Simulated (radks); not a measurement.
Values are calculated unless marked as measured or tabulated.
Q: All-electron atom: Mo in [Kr] 4d5 5s1. Level of theory: Dirac Kohn-Sham, PBE, spin-unpolarised, spherical densities, point nucleus; open shells are shared between the two j in proportion to 2j + 1; speed of light set to 171.295 atomic units (1.25 times the physical value, a model run) (a radial shooting solver on a logarithmic mesh with Libxc functionals).

Spin-orbit splittings of the eigenvalues, e(l+1/2) - e(l-1/2), with zeta = 2 splitting/(2l+1) and mean radii in bohr:

| shell | occ. | splitting (eV) | zeta (eV) | <r> j=l-1/2 | <r> j=l+1/2 |
|---|---|---|---|---|---|
| 2p | 6 | 66.80 | 44.53 | 0.1327 | 0.1356 |
| 3p | 6 | 10.97 | 7.313 | 0.4278 | 0.4345 |
| 3d | 10 | ? | ? | 0.4137 | 0.4159 |
| 4p | 6 | 1.552 | 1.034 | 1.229 | 1.249 |
| 4d | 5 | 0.1319 | 0.05277 | 1.975 | 1.995 |
| 5p | 0 | 0.05704 | 0.03803 | 5.343 | 5.456 |

Estimate the 3d splitting.

A: 2.130 eV (zeta = 0.8522 eV).
